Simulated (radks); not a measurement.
Values are calculated unless marked as measured or tabulated.
Question: Ce51+, 7 electrons, occupied as [He] 2s2 2p3 (the NIST ground configuration). Code: a radial shooting solver on a logarithmic mesh with Libxc functionals. Model: scalar-relativistic Kohn-Sham, PBEsol, spin-polarised, spherical densities, finite nucleus; open shells are filled with parallel spins first (spin-orbit coupling, left out, can overturn this in heavy ions); Fermi nuclear charge, rms radius 4.8771 fm. Some entries of the table are withheld. Estimate them.

orbital  occ.  eigenvalue (eV)  <r> (bohr)  <r^2> (bohr^2)
1s up       1        -44793.97     0.02453       0.0008173
1s down     1        -44751.48     0.02451       0.0008157
2s up       1        -10431.65      0.1014         0.01207
2s down     1        -10361.63      0.1017         0.01214
2p up       3              (1)     0.08812        0.009402
2p down     0              (2)     0.08846        0.009481
3s up       0        -4403.603         (3)         0.06415
3s down     0        -4384.719         (4)         0.06455
3p up       0        -4231.634      0.2277         0.05984
3p down     0        -4210.205      0.2286         0.06033
3d up       0        -4084.218      0.1969         0.04446
3d down     0        -4057.931      0.1981         0.04502

Answer: 
(1) 2p up eigenvalue (eV): -9863.948
(2) 2p down eigenvalue (eV): -9779.473
(3) 3s up <r> (bohr): 0.2374
(4) 3s down <r> (bohr): 0.2382
